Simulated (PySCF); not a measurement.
# Dipole moment and polarisability of Zr(NMeEt)Cl3

Species: Zr(NMeEt)Cl3, C₃H₈Cl₃NZr (singlet state).
Geometry (PBE0-D3(BJ)/def2-SVP, Å), atoms numbered from 1 in this order:
```xyz
16
C3H8Cl3NZr angstrom
Zr     0.9115   -0.0155   -1.9993
N      0.0206    0.2742   -0.2589
C      0.6450    1.3494    0.4835
C     -1.1481   -0.3369    0.3465
C     -0.8302   -1.2227    1.5412
H     -0.0638    2.1777    0.6652
H      1.0577    1.0110    1.4496
H      1.4955    1.7744   -0.0828
H     -1.8522    0.4633    0.6455
H     -1.6650   -0.9312   -0.4237
H     -1.7583   -1.6261    1.9732
H     -0.1942   -2.0691    1.2393
H     -0.3072   -0.6694    2.3358
Cl     3.2187   -0.3177   -1.6102
Cl     0.5619    1.9603   -3.2270
Cl    -0.1261   -1.8554   -3.0114
```

Level: CAM-B3LYP/def2-SVPD (PySCF), static field, nuclei fixed, core orbitals frozen in the response. The polarisability tensor in these axes (au):

```
x   125.30   3.68  -8.01
y     3.68 123.84  -0.62
z    -8.01  -0.62 136.03
```

Give the principal values, the mean and the anisotropy Δα = √{½[(α1 − α2)² + (α2 − α3)² + (α1 − α3)²]}.

Principal values 119.09, 125.46 and 140.62 au; mean 128.39 au = 19.03 Å³ = 21.17 × 10⁻⁴⁰ C²·m²/J; Δα = 19.16 au (15 % of the mean).

What is the dipole moment, and where does it point?

(-1.79, 0.25, 3.49) D, 3.93 D in size, pointing from the negative to the positive side. Measured along this direction, the outermost atoms are Cl15 and Cl14 at the negative end and H11 at the positive end.

Directions of the eigenvectors, and the extent of the frame along each?

Largest value along (-0.48, -0.14, 0.86), where the nuclei span 6.11 Å; middle along (0.43, 0.83, 0.37), 4.77 Å; least along (0.76, -0.55, 0.34), 3.83 Å. The response follows the extents in order.

Form Σ f/ω² (atomic units) for the 10 lowest TDDFT singlets, given as eV and f, and set it beside the mean polarisability, which is this sum over all singlets: 4.15, 0.0016; 4.78, 0.0263; 5.00, 0.0008; 5.86, 0.0502; 5.94, 0.1284; 6.09, 0.0099; 6.11, 0.0165; 6.29, 0.0051; 6.35, 0.0068; 6.46, 0.0114.

They add up to 5.67 au, 4.4 % of the 128.39 au; the largest single term is 2.69 au, from the state at 5.94 eV. Terms in order: 0.07, 0.85, 0.03, 1.08, 2.69, 0.20, 0.33, 0.10, 0.13, 0.20 au. Higher excitations give the rest. The strengths listed sum to 0.257.

Refractivity n − 1 of an ideal gas of it at 350 K and 1 atm, from the electronic α?

N = p/kT = 2.0968 × 10¹⁹ cm⁻³, so n − 1 = 2π × N × 19.03 × 10⁻²⁴ cm³ = 2507 × 10⁻⁶ at long wavelengths.

Find the Langevin capture rate constant for H3+ (3.023 u) meeting this molecule (252.877 u), k = 2.342 × 10⁻⁹ cm³/s × √(α in Å³ / reduced mass in u).

The reduced mass is 2.99 u, so k = 5.91 × 10⁻⁹ cm³/s. The formula leaves out the permanent dipole, which adds to the capture rate.

Molar refractivity from α?

Lorentz–Lorenz: R = (4π/3)N_A α = 2.5225 cm³/(mol·Å³) × 19.03 Å³ = 48.0 cm³/mol, in the limit of long wavelengths.

Isolated species at its PBE0-D3(BJ)/def2-SVP geometry, gas phase. Atoms past krypton carry effective core potentials; spin–orbit coupling is left out.
